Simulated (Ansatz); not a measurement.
CH6BFOSi can be A, `OB([SiH3])CF`, or B, `CB(F)[SiH2]O`.

Isolated molecules relaxed with PBE0-D4/def2-TZVP in Ansatz; ΔE leaves out vibrations. CCSD(T)/CBS adds triple-zeta CCSD(T) − MP2 to the extrapolated MP2 energy (def2 sets, frozen cores). Functionals use def2-TZVPP. B3LYP here is the variant with VWN-RPA as its local correlation; programs differ in this. One conformer a species, not always the lowest.

Problem. Which is lower in electronic energy at CCSD(T)/CBS, and by how much? (An estimate is asked.)

Solution. The calculation gave: B, by 183.0 kJ/mol.

Problem. Give E(B) − E(A) in kJ/mol with CCSD/def2-TZVPP, B3LYP-D4, B3LYP, PBE-D4, B2PLYP, HF/def2-TZVPP, ωB97M-V. (Estimate.)

Solution. The calculation gave: CCSD/def2-TZVPP -180.9, B3LYP-D4 -175.2, B3LYP -175.8, PBE-D4 -166.0, B2PLYP -181.5, HF/def2-TZVPP -185.1, ωB97M-V -177.0. None reverses the order clearly.

Largest T1 diagnostic: 0.013.

From PBE to PBE0 (25 % exact exchange), in def2-TZVPP and without D4, E(B) − E(A) moves by −6.1 kJ/mol.
